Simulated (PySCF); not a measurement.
# Computed records: Al2BH5N

Computed with PySCF 2.14.0. Calculation on a computer-drawn molecule: the log of a Hartree-Fock and frozen-core CCSD(T) single point meant for a local Hartree-Fock minimum, with one planted fault or none, to be diagnosed. Offsets are logged minus clean, where the clean run is the same molecule without the fault. The reference is restricted for singlets and unrestricted otherwise, and also for a bond in bohr or an excited solution. Adding or removing an electron swaps singlet and doublet. The excited solution moves the top pair (singlet) or top alpha electron (doublet) to the lowest empty orbital. Highest occupied and lowest empty are orbital energies over both spins, largest force is the largest gradient component, triples share is (T) over the correlation energy, the T1 limit is 0.02 restricted and 0.045 unrestricted, electrons count all cores, a negative frequency is imaginary (commonest isotopes), and the dipole is about the centre of nuclear charge.

```xyz
9
formula=Al2BH5N meant_charge=1 meant_multiplicity=1 meant_basis=cc-pV(D+d)Z logged_electrons=42 logged_basis_functions=99 logged_SCF_converged=yes logged_spin_squared=0 logged_highest_occupied=-13.529 logged_lowest_empty=-4.5298 logged_largest_force=0.07117 logged_T1_diagnostic=0.021586 logged_D1_diagnostic=0.075719 logged_triples_share=0.032138 logged_CC_converged=yes logged_dipole_magnitude=3.4598 logged_SCF_stable_within_its_kind=yes logged_energy_HF=-565.61067 logged_energy_CCSD(T)=-566.04332 possible_faults=no_fault,one_electron_removed,one_electron_added,multiplicity_raised_by_two,geometry_at_a_saddle_point,SCF_held_on_an_excited_solution,minimal_basis_STO-3G,one_bond_length_entered_in_bohr,all_coordinates_scaled planted_fault=all_coordinates_scaled,by_+9.6_% HF_energy_offset_from_clean_run=34.32 CCSD(T)_energy_offset_from_clean_run=26.17
N     -0.7860    -2.3974     2.4646
B      0.2298    -1.5340     1.7592
Al     0.2966    -1.3787    -0.6088
Al     2.4610     0.4199    -1.6975
H     -1.5539    -3.0063     1.9750
H     -0.8203    -2.4719     3.5606
H      1.0998    -0.8504     2.4700
H     -0.5163    -1.9770    -2.0026
H      3.6907     1.4429    -2.3275
```

Units: logged_highest_occupied, logged_lowest_empty in eV; logged_largest_force in hartree/bohr; logged_dipole_magnitude in debye; logged_energy_HF, logged_energy_CCSD(T) in hartree; HF_energy_offset_from_clean_run, CCSD(T)_energy_offset_from_clean_run in kcal/mol.

Drawn bonds:
```csv
atom,other atom,order
1,2,1
2,3,1
3,4,1
1,5,1
1,6,1
2,7,1
3,8,1
4,9,1
```

Notes: T1 above single-reference limit.
